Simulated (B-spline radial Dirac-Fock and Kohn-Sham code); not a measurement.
K-line shifts caused by a second vacancy in Ce⁶⁺

System: cerium as Ce⁶⁺, [Kr] 4d10 5s2 5p4.

Level of theory: Dirac-Fock ΔSCF + Breit + QED; a radial B-spline solver. Each two-hole energy is an average over J within one jj subconfiguration, not an observable level; in light atoms, where LS coupling holds, the j-resolved values are not observed lines, and for a K spectator the Kα1 hypersatellite is nearly forbidden. No correlation.

Lines without a spectator: Kα2 (K-L2) 34275.5 eV, Kα1 (K-L3) 34716.5 eV, Kβ3 (K-M2) 39163.6 eV, Kβ1 (K-M3) 39252.0 eV. Shifts in eV with one spectator hole (a dash: not computed, or left out as unreliable):

| spectator hole | Kα2 | Kα1 | Kβ3 | Kβ1 |
| --- | --- | --- | --- | --- |
| K (1s) | +696.8 | +727.5 | +893.9 | +900.8 |
| L2 (2p1/2) | +80.6 | +103.7 | – | +212.9 |
| L3 (2p3/2) | +72.9 | +75.0 | +179.8 | – |
| M2 (3p1/2) | – | +13.38 | +29.13 | +35.0 |
| M3 (3p3/2) | +8.91 | – | +28.16 | +27.78 |
| M4 (3d3/2) | +2.07 | -1.08 | – | – |
| M5 (3d5/2) | -1.88 | +0.67 | – | – |

Run: 44 s of CPU time on 1 thread of Neoverse-V1 (shared host), peak memory 0.46 GiB.
